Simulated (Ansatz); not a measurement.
Frontier orbitals of C2H11BOSi, SMILES `C[BH-](C)[OH+][SiH3]`.

Cartesian coordinates in Å:
```
C 1.8949 0.4371 0.2732
B 0.3904 0.3754 -0.2351
C -0.5199 1.6729 -0.0555
O -0.3738 -0.8263 0.7219
Si -1.1877 -1.8891 -0.3196
H 2.4051 -0.5301 0.2357
H 1.9792 0.8199 1.2975
H 2.4684 1.1211 -0.3622
H 0.2458 -0.1891 -1.3177
H -0.1343 2.4809 -0.6860
H -1.5668 1.5288 -0.3459
H -0.5048 2.0604 0.9724
H -0.8461 -0.4625 1.4767
H -2.0876 -1.1645 -1.2403
H -0.1661 -2.6953 -1.0097
H -1.9967 -2.7396 0.5945
```

The species carries charge 0 and has multiplicity 1. Geometry: relaxed with PBE0-D4/def2-TZVP. It is one conformer, not always the lowest. Basis def2-TZVPP, the Gaussian-basis code of Ansatz.

```csv
functional,HOMO (eV),LUMO (eV)
LDA (SPW92),-6.55,-1.61
```

Task: Give HOMO and LUMO (eV) with PBE, revPBE, BLYP, r2SCAN, B97M-V, PBE0, B3LYP, r2SCANh, r2SCAN0, HSE06 (plane-wave form), BHLYP, CAM-B3LYP, LC-ωPBE, ωB97X-V, ωB97M-V, HF. (Estimate.)

Result: The calculation gave: 
```tsv
functional	HOMO	LUMO
PBE	-6.50	-1.38
revPBE	-6.46	-1.27
BLYP	-6.43	-1.29
r2SCAN	-6.78	-0.92
B97M-V	-6.90	-1.21
PBE0	-7.82	-0.49
B3LYP	-7.65	-0.75
r2SCANh	-7.27	-0.62
r2SCAN0	-8.01	-0.20
HSE06 (plane-wave form)	-7.42	-0.86
BHLYP	-9.13	0.33
CAM-B3LYP	-9.25	0.44
LC-ωPBE	-10.56	1.69
ωB97X-V	-10.25	1.50
ωB97M-V	-10.11	1.14
HF	-11.14	2.51
```

B3LYP here is the variant with VWN-RPA as its local correlation; programs differ in this. LC-ωPBE has ω = 0.4 bohr⁻¹. Positive LUMOs are unbound and depend on the basis.
